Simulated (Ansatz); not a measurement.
`[GeH3][SiH2][SiH2][GeH2][GeH2][GeH3]`, relaxed with RKS PBE0-D4/def2-TZVP in Ansatz from a GFN2-xTB geometry. The force threshold is 0.005 eV/Å; the program also tests the step.

Total charge 0; spin multiplicity 1.

Start:

```xyz
20

Ge    0.492   -0.406    2.541
Si   -0.049    1.667    1.592
Si   -2.039    1.518    0.386
Ge   -1.831   -0.233   -1.185
Ge    0.259   -0.388   -2.361
Ge    2.160   -1.322   -1.282
H    -0.392   -0.819    3.685
H     1.874   -0.571    3.102
H     0.362   -1.561    1.586
H     1.061    2.056    0.706
H    -0.084    2.681    2.652
H    -3.205    1.237    1.236
H    -2.363    2.750   -0.345
H    -2.923   -0.275   -2.238
H    -2.047   -1.587   -0.535
H     0.666    1.002   -2.822
H     0.104   -1.087   -3.698
H     1.946   -2.694   -0.713
H     2.655   -0.504   -0.121
H     3.355   -1.464   -2.182
```

```csv
step,energy (eV),largest force (eV/Å),largest move (Å)
1,-242022.4227,0.726,0.000
2,-242022.6993,0.264,0.174
3,-242022.7453,0.075,0.087
4,-242022.7547,0.023,0.076
5,-242022.7576,0.039,0.062
6 (rejected),-242022.7507,0.101,0.055
7,-242022.7588,0.003,0.028
8,-242022.7591,0.011,0.025
9,-242022.7592,0.015,0.017
10,-242022.7594,0.016,0.040
11,-242022.7595,0.010,0.013
12,-242022.7595,0.011,0.010
13,-242022.7596,0.006,0.004
14,-242022.7596,0.001,0.005
15,-242022.7596,0.004,0.009
```

End:

```xyz
20

Ge    0.448   -0.477    2.624
Si    0.037    1.595    1.526
Si   -1.964    1.450    0.334
Ge   -1.809   -0.375   -1.187
Ge    0.269   -0.260   -2.440
Ge    2.133   -1.267   -1.261
H    -0.569   -0.676    3.760
H     1.866   -0.533    3.217
H     0.289   -1.645    1.634
H     1.142    1.876    0.567
H     0.000    2.693    2.531
H    -3.103    1.244    1.272
H    -2.210    2.699   -0.439
H    -2.999   -0.360   -2.166
H    -1.852   -1.708   -0.417
H     0.594    1.213   -2.753
H     0.096   -0.992   -3.786
H     1.765   -2.693   -0.822
H     2.502   -0.449   -0.013
H     3.365   -1.335   -2.180
```

Hardware: 6 threads of an AMD EPYC 7R13 on a shared host and a share of an NVIDIA H100 80 GB. Wall time 92 s, peak host memory 1.3 GiB.
